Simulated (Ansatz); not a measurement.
Reaction: LiOH (SMILES [Li][OH]) → LiOH (parent SMILES [OH][Li], triplet)
Each species at its own B3LYP-D3(BJ)/def2-TZVP minimum (Ansatz, an electronic-structure program).

Property: adiabatic triplet-singlet gap (electronic), in kcal/mol. Radicals and triplets start from unrestricted determinants; spin-orbit coupling is neglected. Cores are frozen in correlated methods. No relativity. CBS(X,Y): correlation extrapolated as X^-3, Hartree-Fock from the larger set. A bracket is a step between two methods taken in the basis named. Double hybrids freeze cores in their MP2 part. Full CI freezes restricted core orbitals, also for open shells; the composite that ends in it estimates full CI at the basis-set limit. The spin of HLiO (parent SMILES [Li][OH], triplet) was assumed, and the state is the lowest solution found for it.

CCSD(T)/CBS(def2-TZVPP,def2-QZVPP) + [CCSDT(Q) - CCSD(T)]/def2-QZVPP + [FCI - CCSDT(Q)]/def2-SVP (Ansatz) gives 98.7 kcal/mol.

Problem. How far off this value is PBE/def2-TZVPD (Ansatz), in which direction, and how far these levels: r2SCAN/def2-TZVPD, B3LYP/def2-TZVPD, PBE0/def2-TZVPD, wB97M-V/def2-TZVPD, B2PLYP/def2-TZVPD, CCSD(T)/CBS(def2-TZVPP,def2-QZVPP)?

Solution. PBE gives 95.1 kcal/mol, 3.6 kcal/mol below it. Differences of the others: r2SCAN/def2-TZVPD (Ansatz) -6.2; B3LYP/def2-TZVPD (Ansatz) -4.0; PBE0/def2-TZVPD (Ansatz) -7.8; wB97M-V/def2-TZVPD (Ansatz) 0.0; B2PLYP/def2-TZVPD (Ansatz) -2.1; CCSD(T)/CBS(def2-TZVPP,def2-QZVPP) (Ansatz) 0.1 kcal/mol.
